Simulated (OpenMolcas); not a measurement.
**3d ions of charge +2 along the row**

* Program: OpenMolcas
* Method: SS-CASPT2, IPEA 0.25 Eh, imaginary shift 0.1 Eh
* Basis: ANO-R3
* Scalar Hamiltonian: X2C, finite nucleus
* Spin-orbit coupling: state interaction with AMFI integrals over the reference wave functions, term energies averaged over their components

Active space: the 3d shell; CASPT2 also correlates the outermost closed s and p core shells.

B and C come from two terms' centres of gravity (d2, d8: 3P = 15B, 1G = 12B + 2C; d3, d7: 4P = 15B, 2G = 4B + 3C; d4, d6: 3G = 9B + 4C, 3H = 4B + 4C; d5: 4D = 17B + 5C, 4G = 10B + 5C, above the ground term), where all their levels are at least 80 % pure. ζ = ±2S·A comes from the whole width of the ground multiplet by E(J) = (A/2) J(J+1), where its levels are at least 85 % pure. Energies in cm-1.

```json
{"Ion": "Ti2+", "Configuration": "3d²", "Lowest level": "³F₂", "Weight (%)": "100", "B": "735", "B measured": "695", "C": "2649", "C measured": "2910", "ζ": "128", "ζ measured": "120"}
{"Ion": "V2+", "Configuration": "3d³", "Lowest level": "⁴F_3/2", "Weight (%)": "100", "B": "774", "B measured": "755", "C": "2633", "C measured": "2910", "ζ": "182", "ζ measured": "167"}
{"Ion": "Cr2+", "Configuration": "3d⁴", "Lowest level": "⁵D₀", "Weight (%)": "100", "B": "720", "B measured": "691", "C": "3557", "C measured": "3575", "ζ": "250", "ζ measured": "230"}
{"Ion": "Mn2+", "Configuration": "3d⁵", "Lowest level": "⁶S_5/2", "Weight (%)": "100", "B": "809", "B measured": "", "C": "3833", "C measured": "", "ζ": "", "ζ measured": ""}
{"Ion": "Fe2+", "Configuration": "3d⁶", "Lowest level": "⁵D₄", "Weight (%)": "100", "B": "925", "B measured": "917", "C": "3952", "C measured": "4040", "ζ": "416", "ζ measured": "411"}
{"Ion": "Co2+", "Configuration": "3d⁷", "Lowest level": "⁴F_9/2", "Weight (%)": "100", "B": "1010", "B measured": "971", "C": "3961", "C measured": "4209", "ζ": "533", "ζ measured": "533"}
{"Ion": "Ni2+", "Configuration": "3d⁸", "Lowest level": "³F₄", "Weight (%)": "100", "B": "1076", "B measured": "1056", "C": "4501", "C measured": "4723", "ζ": "648", "ζ measured": "648"}
```

Measured columns use the levels in Corliss and Sugar, J. Phys. Chem. Ref. Data 8, 1 (1979) (Ti2+); Sugar and Corliss, J. Phys. Chem. Ref. Data 7, 1191 (1978) (V2+); Sugar and Corliss, J. Phys. Chem. Ref. Data 6, 317 (1977) (Cr2+); Corliss and Sugar, J. Phys. Chem. Ref. Data 11, 135 (1982) (Fe2+); Sugar and Corliss, J. Phys. Chem. Ref. Data 10, 1097 (1981) (Co2+); Corliss and Sugar, J. Phys. Chem. Ref. Data 10, 197 (1981) (Ni2+).

The computed B goes from 735 (Ti2+) to 1076 cm-1 (Ni2+), a factor of 1.46, though not at every step. It departs from the measured column by +1 to +6 %. The Trees term is left out, which lowers the B read from the levels of every ion, most for d4 to d6. The pair of terms that fixes B changes along the row, so steps between ions also reflect that choice.

The computed ζ goes from 128 (Ti2+) to 648 cm-1 (Ni2+), a factor of 5.06, rising at every step. It departs from the measured column by 0 to +9 %.

Term energies are means over components that CASPT2 splits; among the low terms the widest spread is 970 cm-1 (3d⁷ ²H, Co2+). The CASPT2 spread within a term exceeds the gap to the next term for 3d³ ²D(1) and 3d³ ²P, 3d³ ²P and 3d³ ²H, so the order of their levels is uncertain, and so are names and mixing where such terms share a J (figures for V2+; the like holds for Cr2+, Fe2+, Co2+). Some levels mix across a computed gap that differs much from the measured one, so their mixing is not that of the real levels (holds for Mn2+; Co2+; Ni2+). Measured partners are found by configuration, term and J. A level has none where our copy of the source lacks it or the pairing is in doubt (some pairs that miss far off the trend of their configuration count as doubtful), and it then counts in no deviation. Levels of configurations outside the active space are missing.

A number in round brackets counts repeated terms of one configuration in the order of the reference energies.
